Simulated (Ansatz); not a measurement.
Frontier orbitals of C2H6Cl2O2Si, SMILES `CO[Si](Cl)(Cl)OC`.

Cartesian coordinates in Å:
```
C 0.800 2.091 -0.647
O 0.023 1.045 -0.097
Si -0.241 -0.403 -0.758
Cl 1.560 -1.295 -1.141
Cl -1.261 -0.244 -2.504
O -1.126 -1.301 0.240
C -0.754 -1.674 1.554
H 0.815 2.909 0.074
H 0.362 2.449 -1.583
H 1.826 1.761 -0.834
H -1.545 -2.309 1.953
H 0.185 -2.236 1.551
H -0.644 -0.794 2.192
```

The species carries charge 0 and has multiplicity 1. The structure was optimised at the PBE0-D4/def2-TZVP level. It is one conformer, not always the lowest. Basis def2-TZVPP, Ansatz.

Orbital energies of one run (eV). Highest occupied ones, from the top: -7.55, -7.67, -8.09, -8.19, -8.30, -8.55, -8.86, -9.05, -10.38, -11.34, -11.50, -11.73, -12.08, -12.22. Empty: 0.24, 1.05, 1.10, 1.61, 1.79, 2.30.

Which functional gave them?
A. revPBE
B. r2SCAN
C. BLYP
D. B3LYP

B. HOMO energies: r2SCAN -7.55, revPBE -7.13, B3LYP -8.50, BLYP -7.07 eV.

B3LYP here is the variant with VWN-RPA as its local correlation; programs differ in this.
